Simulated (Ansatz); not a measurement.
Mulliken charges of `O[SiH](F)[O][GeH3]` from PBE/def2-TZVPP in Ansatz (PBE0-D4/def2-TZVP geometry).

| atom | x (Å) | y (Å) | z (Å) | charge (e) |
| --- | --- | --- | --- | --- |
| O1 | -1.635 | 0.649 | 0.561 | -0.345 |
| Si2 | -0.097 | 1.193 | 0.613 | 0.652 |
| F3 | 0.435 | 1.032 | 2.109 | -0.283 |
| O4 | 0.777 | 0.317 | -0.408 | -0.394 |
| Ge5 | 0.705 | -1.370 | -0.991 | 0.299 |
| H6 | -2.231 | 0.883 | 1.273 | 0.190 |
| H7 | 0.026 | 2.621 | 0.281 | -0.104 |
| H8 | -0.354 | -1.433 | -2.099 | -0.007 |
| H9 | 0.347 | -2.283 | 0.190 | -0.004 |
| H10 | 2.110 | -1.660 | -1.528 | -0.005 |

Task: By hand: the dipole of these point charges (1 e Å = 4.8032 D).

Result: Σ q r = (-0.154, -0.350, -0.292) e Å, of length 0.481 e Å = 2.31 D.

Task: How does the dipole of the full density compare? (An estimate is asked.)

Result: Computed: (-0.218, -0.160, -0.075) e Å, 1.35 D; the point charges give 1.71 times that, at 34° from its direction.

Point charges leave out the atoms' own dipoles, such as those of lone pairs, and Mulliken's split depends on the basis, so the two needn't agree.
